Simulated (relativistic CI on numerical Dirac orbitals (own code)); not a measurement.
**Ni4+ in a cubic cluster: 2p photoemission with charge transfer**

Computed with a charge-transfer multiplet model of a cubic metal-ligand cluster with up to 3 ligand holes, Slater and spin-orbit integrals from Dirac-Coulomb-Breit ions, Slater integrals scaled by 0.8. The ground state mixes d6 with configurations of k ligand holes L, whose averages lie at kΔ + k(k − 1)U_dd/2; a core hole lowers each added d electron by U_cd. 20 K, Lorentzian 0.6 eV and Gaussian 0.8 eV FWHM.

Atomic integrals in eV (Slater integrals scaled, ζ unscaled), ground: F2dd 11.354, F4dd 7.124, zeta_d 0.099; with the core hole: F2dd 12.648, F4dd 7.972, zeta_d 0.136, zeta_core 11.396, F2cd 7.730, G1cd 6.056, G3cd 3.449.

Cluster parameters (eV): U_dd = 7.3, U_cd = 9, 10Dq = 2.1, 10Dq(ligand) = 1.1, V(eg) = 2.7, V(t2g) = -1.48, final-state hopping factor = 1.

Weights, n_d and S are thermal averages at 20 K. Binding energies count from the first peak over 30 % of the highest in each spectrum, which can be another peak from case to case. The parameters are a model scan and need not match a compound or its usual spin state. Peaks in eV (height, largest 100): 0.0 (100), 4.0 (8), 5.8 (7), 9.2 (25), 13.3 (8), 17.9 (47), 20.0 (11), 27.0 (13), 29.4 (6).

Which parameters give this spectrum?
A. Δ = 3.9 eV
B. Δ = 0.9 eV
C. Δ = -0.1 eV

A. Δ = 3.9 eV; the ground state then has 6.48 d electrons and S = 0.04. The choice follows from running the model for each set and comparing peak positions and heights.
